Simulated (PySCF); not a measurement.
**Potential energy of CdCl along the bond**

Set-up: basis Cd def2-SVP with ECP28, Cl def2-SVP; scalar-relativistic core potentials; PySCF 2.14. Energies in eV from Cd + Cl in their ground configurations at the same level. State: ²Σ⁺ (doublet), unpaired electrons σ ↑.

All columns are r²SCAN. A positive dipole means Cd(−)Cl(+).

```
R (Å)  E (eV)  μ (D)  Mulliken charge on Cd (basis-dependent)  HOMO (eV)  LUMO (eV)  Mayer bond order  ⟨S²⟩
2.045  -1.225  -1.76                                     0.31      -5.41      -3.67              1.17  0.75
2.140  -1.722  -2.18                                     0.33      -5.58      -3.88              1.11  0.75
2.235  -1.984  -2.60                                     0.35      -5.73      -4.08              1.06  0.75
2.307  -2.071  -2.91                                     0.36      -5.83      -4.23              1.03  0.75
2.378  -2.090  -3.21                                     0.37      -5.93      -4.37              1.00  0.75
2.449  -2.058  -3.49                                     0.38      -6.02      -4.50              0.97  0.75
2.545  -1.963  -3.83                                     0.38      -6.14      -4.67              0.94  0.75
2.663  -1.793  -4.20                                     0.38      -6.26      -4.86              0.89  0.76
2.806  -1.556  -4.52                                     0.38      -6.30      -5.06              0.84  0.76
2.996  -1.246  -4.76                                     0.35      -6.20      -5.28              0.76  0.76
```

A fit through these points gives, at Re = 2.365 Å, μ = -3.16 D and dμ/dR = -4.09 D/Å; the reduced mass is 26.75 u.

**Question.** How strong is the fundamental in the double-harmonic approximation, I = 42.26·(dμ/dR)²/μred km/mol?

**Answer.** I = 42.26·(-4.09)²/26.75 = 26.4 km/mol at r²SCAN.

Spin–orbit coupling is left out. The state was picked by a PBE0 search and need not be the measured ground state.
